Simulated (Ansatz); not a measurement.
Correlation energies of `O[SiH]C[SiH2]O` radical by basis set

```xyz
12

O     0.9841    0.3690   -1.7036
Si    1.0553    1.3012   -0.3169
C     0.5187    0.1779    1.0652
Si   -1.0182   -0.8099    0.6254
O    -0.7412   -1.7249   -0.7093
H     1.1833    0.8056   -2.5336
H     0.1157    2.4617   -0.4569
H     0.3172    0.7989    1.9454
H     1.3245   -0.5158    1.3252
H    -2.1361    0.1560    0.4241
H    -1.3860   -1.7471    1.7169
H    -0.2174   -1.2725   -1.3820
```

Total charge 0; spin multiplicity 2. Geometry: relaxed with PBE0-D4/def2-TZVP. It is one conformer, not always the lowest. Frozen core, unrestricted reference, Ansatz 0.2.0. CBS rows extrapolate triple and quadruple zeta; past MP2 they add the triple-zeta difference.

```tsv
basis	HF (Eh)	MP2 corr.
def2-TZVPP	-769.71789	-0.88457
def2-QZVPP	-769.74558	-0.95304
```

(1) Estimate the CCSD correlation energy and the (T) correction in each basis where they were run (hartree).

Answers

(1) 
| basis | CCSD corr. | (T) |
| --- | --- | --- |
| def2-TZVPP | -0.92719 | -0.03427 |
| CBS(def2) | -1.04637 | as TZ |
